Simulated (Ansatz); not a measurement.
Ansatz (a program for electronic structure) input (PBE0/def2-TZVP):

Ansatz 0.2 input:
```yaml
crystal:
  periodic: [false, false, false]
  atoms:
    - {symbol: N, position_ang: [1.37484533, -0.35074767, 0.28948197]}
    - {symbol: Si, position_ang: [-0.01613739, 0.43703036, -0.36254862]}
    - {symbol: N, position_ang: [-1.37373832, -0.44073863, 0.21724902]}
    - {symbol: H, position_ang: [2.24387123, 0.15246067, 0.38273766]}
    - {symbol: H, position_ang: [1.53291283, -1.33283766, 0.12230578]}
    - {symbol: H, position_ang: [0.12765307, 1.85147496, 0.12077254]}
    - {symbol: H, position_ang: [-2.26368009, -0.43373320, -0.25025509]}
    - {symbol: H, position_ang: [-1.42258270, -0.81538576, 1.15300281]}
basis:
  gaussian:
    orbitals: def2-TZVP
hamiltonian:
  xc: {name: PBE0}
magnetization: {spin_polarized: true, initial_magnetization: 1}
```

End of the output:

```
integrals: 0.04 GiB planned
798 factors; their error is unknown
0.22 GiB of the device are held for the grids
0.50 GiB of device memory are held for the factors and their scratch space
mean field: 0.46 GiB planned
mean field evaluation 1: about -10922.4299 eV, gradient 5.6e1 eV
mean field evaluation 2: about -10904.4155 eV, gradient 8.0e1 eV
mean field evaluation 4: about -10933.9041 eV, gradient 4.1e0 eV
mean field evaluation 8: about -10933.9746 eV, gradient 5.2e-2 eV
mean field evaluation 16: about -10934.0110 eV, gradient 5.6e-5 eV
mean field -10934.01101281 eV, -401.8174933819 hartree, gradient 5.6e-5 eV, S^2 0.752560; 0 other end points of the search recorded, 0 dependent functions left out
reference -10934.01104106 eV, -401.8174944202 hartree; 17, 16 occupied and 112, 113 virtual orbitals, 798 factors
Total energy: -10934.01104106 eV, -401.8174944202 hartree
```

It need not be the lowest isomer of its formula.
